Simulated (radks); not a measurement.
All-electron atom: Sc I in [Ar] 3d1 4s1.5 4p0.5 (fractional occupations, a model configuration).

Calculated with a radial shooting solver on a logarithmic mesh with Libxc functionals: non-relativistic Kohn-Sham, TPSS, spin-unpolarised, spherical densities, point nucleus; meta-GGA in the generalised Kohn-Sham scheme.

Energy parts (eV):
part                      energy
total                 -20696.276
kinetic                20676.556
electron-nucleus      -48971.591
Hartree                 8656.718
exchange-correlation   -1057.959

Orbitals (lengths in bohr, moments of r in powers of bohr):
| orbital | occ. | eigenvalue (eV) | <r^2> | <1/r> |
|---|---|---|---|---|
| 1s | 2 | -4382.916 | 0.007259 | 20.54 |
| 2s | 2 | -472.6861 | 0.1412 | 4.255 |
| 2p | 6 | -389.3896 | 0.1175 | 4.182 |
| 3s | 2 | -55.9256 | 1.346 | 1.291 |
| 3p | 6 | -34.6419 | 1.609 | 1.169 |
| 4s | 1.5 | -4.4893 | 16.01 | 0.3434 |
| 3d | 1 | -3.8014 | 4.529 | 0.7754 |
| 4p | 0.5 | -1.7404 | 28.64 | 0.2582 |

The highest occupied level is 4p at -1.740 eV. The electron density at the nucleus is 6188 e/bohr^3. The density falls to 0.001 e/bohr^3 at r = 5.07 bohr.
